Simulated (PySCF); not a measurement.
## Continuum solvent and chemical shifts

Structure with atom numbers: `[CH:1]#[C:2][SiH2:3][O:4][SiH2:5][CH:6]([CH3:7])[CH3:8]`. Each H is labelled by its parent atom.

GIAO PBE0/pcSseg-1 in PySCF 2.14 on one PBE0-D3(BJ)/def2-SVP conformer, non-relativistic, equivalent nuclei averaged. Solvents enter as an IEF-PCM continuum (chloroform with ε = 4.7, dichloromethane with ε = 8.9) around the gas-phase geometry. Shifts are referred to TMS computed in the same medium.

Gas phase, δ in ppm: C1 103.7, C2 89.2, C7/C8 17.1, C6 14.9, Si5 -5.9, Si3 -54.3, H(Si3) 5.02, H(Si5) 4.79, H(C1) 2.43, H(C6) 1.39, H(C7)/H(C8) 1.05. Dipole moment 1.72 D.

Q: How does each δ change in the continuum?

A: 
```tsv
atoms	environment	Δδ, chloroform	Δδ, dichloromethane
C1	terminal alkyne carbon	+3.1	+3.8
C2	alkyne carbon	+0.2	+0.2
C7/C8	methyl carbon	+0.2	+0.2
C6	sp3 CH bonded to Si	+0.8	+1.0
Si5	silicon bonded to C, O, 2 H	+0.3	+0.3
Si3	silicon bonded to C, O, 2 H	+0.1	+0.1
H(Si3)	hydrogen on a silicon bonded to C, O	-0.02	-0.02
H(Si5)	hydrogen on a silicon bonded to C, O	-0.06	-0.07
H(C1)	hydrogen on a terminal alkyne carbon	+0.38	+0.45
H(C6)	hydrogen on an sp3 CH bonded to Si	+0.03	+0.04
H(C7)/H(C8)	hydrogen on a methyl carbon	+0.02	+0.02
```

Changes are relative to the gas phase. The dipole moment becomes 2.05 D in chloroform, 2.12 D in dichloromethane.

Q: Which of the listed nuclei move most (in ppm), and what does the model miss? (N and O are left out, as their reference compounds move with the solvent too.)

A: C1 (terminal alkyne carbon, +3.8 ppm) in dichloromethane. A continuum only polarises the solute; specific hydrogen bonds, the anisotropy of aromatic solvents and changes of geometry or conformer are outside it.
